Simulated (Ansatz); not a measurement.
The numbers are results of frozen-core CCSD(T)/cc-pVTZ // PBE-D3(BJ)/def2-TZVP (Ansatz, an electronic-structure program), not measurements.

Ansatz 0.2 input:
```yaml
crystal:
  periodic: [false, false, false]
  atoms:
    - { symbol: C, position_ang: [-0.751322, -0.196438, -0.054565] }
    - { symbol: C, position_ang: [0.483154, -0.079093, 0.034091] }
    - { symbol: S, position_ang: [2.083551, 0.071164, 0.147333] }
    - { symbol: H, position_ang: [-1.815386, -0.292483, -0.126858] }
basis:
  gaussian: { orbitals: cc-pVTZ }
correlation:
  method: ccsd_t
magnetization:
  spin_polarized: true
  initial_magnetization: 1
```

Output:

```
Functional definition: HF
624 factors; integrals over basis functions are off by at most 1.2e-3 eV
mean field evaluation 1: about -12891.1600 eV, gradient 1.5e1 eV
mean field evaluation 2: about -12891.1676 eV, gradient 1.5e1 eV
mean field evaluation 4: about -12892.6886 eV, gradient 3.1e0 eV
mean field evaluation 8: about -12892.8789 eV, gradient 4.1e-1 eV
mean field evaluation 16: about -12892.9028 eV, gradient 6.9e-5 eV
mean field evaluation 32: about -12892.8614 eV, gradient 1.8e0 eV
mean field evaluation 64: about -12892.9028 eV, gradient 7.3e-6 eV
mean field evaluation 96: about -12892.9028 eV, gradient 1.9e-2 eV
mean field evaluation 128: about -12892.9028 eV, gradient 9.1e-4 eV
mean field evaluation 160: about -12892.9028 eV, gradient 3.0e-3 eV
mean field evaluation 192: about -12892.9028 eV, gradient 6.0e-4 eV
mean field evaluation 224: about -12892.9028 eV, gradient 1.1e-3 eV
mean field evaluation 256: about -12892.9028 eV, gradient 2.8e-3 eV
mean field evaluation 288: about -12892.9028 eV, gradient 9.7e-3 eV
mean field evaluation 320: about -12892.9028 eV, gradient 1.8e-10 eV
mean field evaluation 352: about -12888.5896 eV, gradient 1.0e-1 eV
mean field evaluation 384: about -12887.8762 eV, gradient 3.6e0 eV
mean field evaluation 416: about -12892.9028 eV, gradient 1.3e-2 eV
mean field -12892.90283311 eV, -473.8054399933 hartree, gradient 5.6e-9 eV, S^2 0.957748; 9 other end points of the search recorded, 0 dependent functions left out
7 core orbitals not correlated
reference -12892.90283311 eV, -473.8054399933 hartree; 8, 7 occupied and 93, 94 virtual orbitals, 624 factors
second order -11.69524367 eV of doubles, -0.00000000 eV of singles
cycle   1  -12.00338128 eV  change   -3.1e-1 eV  update   1.1e-1
cycle   2  -12.46703542 eV  change   -4.6e-1 eV  update   4.4e-2
cycle   3  -12.63638691 eV  change   -1.7e-1 eV  update   3.2e-2
cycle   4  -12.65396234 eV  change   -1.8e-2 eV  update   1.4e-2
cycle   5  -12.65561948 eV  change   -1.7e-3 eV  update   5.5e-3
cycle   6  -12.65707880 eV  change   -1.5e-3 eV  update   2.1e-3
cycle   7  -12.65749843 eV  change   -4.2e-4 eV  update   8.9e-4
cycle   8  -12.65766672 eV  change   -1.7e-4 eV  update   4.4e-4
cycle   9  -12.65773361 eV  change   -6.7e-5 eV  update   2.0e-4
cycle  10  -12.65770313 eV  change    3.0e-5 eV  update   1.0e-4
cycle  11  -12.65775866 eV  change   -5.6e-5 eV  update   5.6e-5
cycle  12  -12.65776007 eV  change   -1.4e-6 eV  update   3.1e-5
cycle  13  -12.65777571 eV  change   -1.6e-5 eV  update   1.4e-5
perturbative correction -0.71459377 eV, -0.0262608367 hartree
Total energy: -12906.27520259 eV, -474.2968655076 hartree
```

Cost: very roughly 110 core-seconds.
